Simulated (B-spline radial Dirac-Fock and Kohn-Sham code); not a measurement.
Satellites and hypersatellites of the K lines of Pr²⁺

System: Pr²⁺ in the configuration [Xe] 4f3.

Input file task.json (cfg lists n, l and occupation; rrms is the nuclear radius in fm):

```json
{"items": [{
  "Z": 59,
  "q": 2,
  "cfg": [[1, 0, 2], [2, 0, 2], [2, 1, 6], [3, 0, 2], [3, 1, 6], [3, 2, 10], [4, 0, 2], [4, 1, 6], [4, 2, 10], [4, 3, 3], [5, 0, 2], [5, 1, 6]],
  "A": 141,
  "rrms": 4.8919,
  "do": ["binding", "quiet", "double"]
}]}
```

Run with: `python xray_run.py task.json out`

Level of theory: multi-electron Dirac-Fock with separately optimised hole states, Breit and Lamb-shift corrections added in first order; a B-spline atomic structure program. Each two-hole energy is an average over J within one jj subconfiguration, not an observable level; in light atoms, where LS coupling holds, the j-resolved values are not observed lines, and for a K spectator the Kα1 hypersatellite is nearly forbidden. Correlation energy is missing from these numbers.

Lines without a spectator: Kα2 (K-L2) 35547.5 eV, Kα1 (K-L3) 36023.9 eV, Kβ3 (K-M2) 40648.9 eV, Kβ1 (K-M3) 40745.1 eV. Shifts in eV with one spectator hole (a dash: not computed, or left out as unreliable):

| spectator hole | Kα2 | Kα1 | Kβ3 | Kβ1 |
| --- | --- | --- | --- | --- |
| L2 (2p1/2) | +83.2 | +107.2 | – | +219.1 |
| L3 (2p3/2) | +74.6 | +77.0 | +184.0 | – |
| M2 (3p1/2) | – | +14.30 | +30.8 | +36.8 |
| M3 (3p3/2) | +9.49 | – | +29.54 | +29.22 |
| M4 (3d3/2) | +2.49 | -0.69 | – | – |
| M5 (3d5/2) | -1.57 | +1.09 | – | – |

Q: Where does the K-L3 hypersatellite lie, emitted when both K electrons are missing?

A: +745.5 eV from the normal line, at 36769.4 eV. Removing both K electrons costs 85010.9 eV, which is 1001.1 eV more than twice the K binding energy.

With n spectator holes in 2p, averaged over the 2p shell (energies in eV):

| n | KαLⁿ | step | hypersatellite KαʰLⁿ |
| --- | --- | --- | --- |
| 0 | 35865.0 | – | 36599.7 |
| 1 | 35949.9 | +84.9 | 36686.1 |
| 2 | 36036.1 | +86.2 | 36774.0 |
| 3 | 36123.7 | +87.6 | 36863.2 |
| 4 | 36212.7 | +89.0 | 36953.8 |
| 5 | 36303.0 | +90.4 | 37045.9 |
